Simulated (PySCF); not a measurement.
## Interval between two levels of In⁺ by level of theory

In⁺ [Kr] 4d10 5s2 → In⁺ [Kr] 4d9 5s2 5p1 [3F4, M_J = 4], as a difference of total energies. All numbers are calculated (PySCF 2.14, the two-component X2C-1e Hamiltonian, in x2c-TZVPall-2c with one added diffuse shell each of s, p, d, f type (9s10p6d3f, 90 functions)). Correlated levels: [Ar] 3d10 frozen; the 6 highest virtual spinors dropped. "Screened" scales the spin-orbit matrix elements by Boettger's factors to mimic the two-electron term; Breit and QED terms are absent.

```csv
method,interval between two levels (cm⁻¹)
GHF (spin-free),148660
GMP2 (spin-free),155290
GHF (screened spin-orbit),147060
GMP2 (screened spin-orbit),153660
```

The labels give the starting determinants; with spin-orbit coupling the two ends relaxed to ⟨J²⟩ = 0.00, ⟨L²⟩ = 0.02, ⟨S²⟩ = 0.02 and ⟨J²⟩ = 20.02, ⟨L²⟩ = 12.03, ⟨S²⟩ = 2.02.
